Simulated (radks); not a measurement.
Question: Cr XVIII, 7 electrons, occupied as [He] 2s2 2p3 (the NIST ground configuration). Method: scalar-relativistic Kohn-Sham, SCAN, spin-polarised, spherical densities, finite nucleus; open shells are filled with parallel spins first; meta-GGA in the generalised Kohn-Sham scheme; Fermi nuclear charge, rms radius 3.6452 fm; computed with a radial shooting solver on a logarithmic mesh with Libxc functionals. Some entries of the table are withheld. Estimate them.

orbital,occ.,eigenvalue (eV),<1/r> (bohr^-1),<r^2> (bohr^2)
1s up,1,(1),23.91,0.005405
1s down,1,(2),23.97,0.005363
2s up,1,-1346.826,5.437,(3)
2s down,1,-1314.059,5.346,(4)
2p up,3,-1262.439,5.318,(5)

Answer: 
(1) 1s up eigenvalue (eV): -6709.555
(2) 1s down eigenvalue (eV): -6689.921
(3) 2s up <r^2> (bohr^2): 0.08807
(4) 2s down <r^2> (bohr^2): 0.09011
(5) 2p up <r^2> (bohr^2): 0.06872
